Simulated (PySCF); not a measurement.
# Pd³⁶⁺ (palladium, charge +36) across methods

[Ne], closed-shell 1S. All numbers are calculated (PySCF 2.14, the non-relativistic Hamiltonian (point nucleus), in an even-tempered Gaussian basis (17 s from 14 bohr⁻², ratio 2.2; 11 p from 18 bohr⁻², ratio 2.2; 6 d from 79 bohr⁻², ratio 2.4; 5 f from 120 bohr⁻², ratio 2.4; 4 g from 180 bohr⁻², ratio 2.4)). The B2PLYP total includes its PT2 part (frozen core); its orbital energies are those of the SCF part.

```
   method  E (hartree)  mean ε 1s (eV)  mean ε 2s (eV)  mean ε 2p (eV)  Σ⟨r²⟩ (bohr²)   ⟨S²⟩
      PBE     -3843.81        -25602.8         -5383.8         -5175.3         0.1540  0.000
     PBE0     -3844.00        -25684.1         -5413.2         -5199.6         0.1540  0.000
BHandHLYP     -3844.49        -25767.8         -5442.5         -5224.2         0.1539  0.000
   B2PLYP     -3844.48        -25777.0         -5445.6         -5226.7         0.1539  0.000
      LDA     -3839.30        -25572.9         -5378.3         -5172.6         0.1542  0.000
   r2SCAN     -3844.55        -25647.0         -5400.9         -5186.8         0.1538  0.000
```

(1) Estimate the same row for UHF.

A non-relativistic calculation at this Z misses sizeable relativistic shifts.

## Answers

(1) E (hartree) = -3844.14668; mean ε 1s (eV) = -25927.4; mean ε 2s (eV) = -5499.6; mean ε 2p (eV) = -5270.9; Σ⟨r²⟩ (bohr²) = 0.1538; ⟨S²⟩ = 0.000.
